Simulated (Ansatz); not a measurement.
C2H6GaNO (`C=N[CH2][GaH][OH]`) at its PBE0-D4/def2-TZVP geometry, where that method's forces vanish. The species carries charge 0 and has multiplicity 1.

```tsv
atom	x (Å)	y (Å)	z (Å)
C1	0.0019	0.0185	-1.9355
N2	0.0911	0.6738	-0.8623
C3	0.9334	0.1857	0.1865
Ga4	-0.2223	-0.3173	1.7281
O5	-1.9503	0.0871	1.5324
H6	0.5681	-0.9045	-2.1243
H7	-0.6607	0.3723	-2.7234
H8	1.5690	1.0012	0.5493
H9	1.5890	-0.6475	-0.1125
H10	0.1778	-1.0114	3.0642
H11	-2.0971	0.5422	0.6976
```

Task: For each bond, give half the difference of the two atoms' forces along it (eV/Å; positive pushes the atoms apart) under PBE-D4, r2SCAN-D4, B3LYP-D4, ωB97M-V in def2-TZVPP. (Estimate.)

Result: Computed: 
```json
{"bond": "C1–N2", "length (Å)": "1.261", "PBE-D4": "0.69", "r2SCAN-D4": "0.33", "B3LYP-D4": "0.11", "ωB97M-V": "-0.04"}
{"bond": "C1–H6", "length (Å)": "1.099", "PBE-D4": "-0.01", "r2SCAN-D4": "-0.06", "B3LYP-D4": "-0.06", "ωB97M-V": "-0.08"}
{"bond": "C1–H7", "length (Å)": "1.089", "PBE-D4": "-0.06", "r2SCAN-D4": "-0.10", "B3LYP-D4": "-0.13", "ωB97M-V": "-0.08"}
{"bond": "N2–C3", "length (Å)": "1.431", "PBE-D4": "-0.11", "r2SCAN-D4": "0.05", "B3LYP-D4": "0.17", "ωB97M-V": "0.42"}
{"bond": "C3–Ga4", "length (Å)": "1.991", "PBE-D4": "-0.02", "r2SCAN-D4": "0.00", "B3LYP-D4": "0.09", "ωB97M-V": "-0.09"}
{"bond": "C3–H8", "length (Å)": "1.096", "PBE-D4": "0.09", "r2SCAN-D4": "-0.03", "B3LYP-D4": "-0.14", "ωB97M-V": "-0.12"}
{"bond": "C3–H9", "length (Å)": "1.102", "PBE-D4": "0.14", "r2SCAN-D4": "0.00", "B3LYP-D4": "-0.09", "ωB97M-V": "-0.13"}
{"bond": "Ga4–O5", "length (Å)": "1.785", "PBE-D4": "0.33", "r2SCAN-D4": "0.04", "B3LYP-D4": "0.23", "ωB97M-V": "0.11"}
{"bond": "Ga4–H10", "length (Å)": "1.558", "PBE-D4": "-0.08", "r2SCAN-D4": "-0.12", "B3LYP-D4": "-0.15", "ωB97M-V": "-0.15"}
{"bond": "O5–H11", "length (Å)": "0.962", "PBE-D4": "0.42", "r2SCAN-D4": "0.05", "B3LYP-D4": "-0.03", "ωB97M-V": "-0.07"}
```

B3LYP here is the variant with VWN-RPA as its local correlation; programs differ in this.
